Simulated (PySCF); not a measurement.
Bond length, frequency and bond energy of CdGe⁺ by level of theory

State: ²Π (doublet), unpaired electrons π ↑. Set-up: basis Cd cc-pVDZ-PP with ECP28, Ge cc-pVDZ-PP with ECP10; scalar-relativistic core potentials; PySCF 2.14. De refers to Cd + Ge⁺ in their high-spin ground configurations, without counterpoise correction. The functionals are run spin-unrestricted. A positive dipole points towards Ge; it is taken about the centre of mass and depends on that origin.

| Level | Re (Å) | ωe (cm⁻¹) | De (eV) | μ (D) |
| --- | --- | --- | --- | --- |
| ROHF | 2.880 | 128 | 1.17 | -0.49 |
| ROHF-MP2 | 2.761 | 142 | 1.31 | n/a |
| ROHF-SCS-MP2 | 2.797 | 137 | 1.23 | n/a |
| ROHF-CCSD | 2.797 | 140 | 1.27 | n/a |
| ROHF-CCSD(T) | 2.788 | 141 | 1.32 | n/a |
| PBE | 2.758 | 139 | 1.60 | 0.67 |
| PW91 | 2.752 | 140 | 1.61 | 0.69 |
| TPSS | 2.742 | 142 | 1.66 | 0.30 |
| r²SCAN | 2.708 | 149 | 1.68 | 0.10 |
| PBE0 | 2.752 | 143 | 1.59 | 0.20 |
| B2PLYP | 2.781 | 137 | 1.37 | 0.15 |

The bond length runs from 2.708 Å (r²SCAN) to 2.880 Å (ROHF). De spans 1.17 eV (ROHF, mean field) to 1.68 eV (r²SCAN, meta-GGA). Correlation at CCSD(T) changes the Hartree–Fock bond energy by +0.15 eV; the triples alone change it by +0.05 eV.

Correlated steps freeze 4 core orbitals. Correlated levels converge slowly with the basis: in double zeta they bind strong bonds too weakly, by up to about 1 eV, and carry superposition errors of some tenths. Spin–orbit coupling is left out. For an ion De counts to the pair picked by the measured ionisation energies or electron affinities, which need not be the lowest pair at this level. B2PLYP dipoles, levels and charges come from its SCF part alone. UHF is strongly spin-contaminated for CdGe⁺, so the ROHF reference used there is far from stable. The state is the lowest determinant that a PBE0 search found; another state may lie lower at other levels.
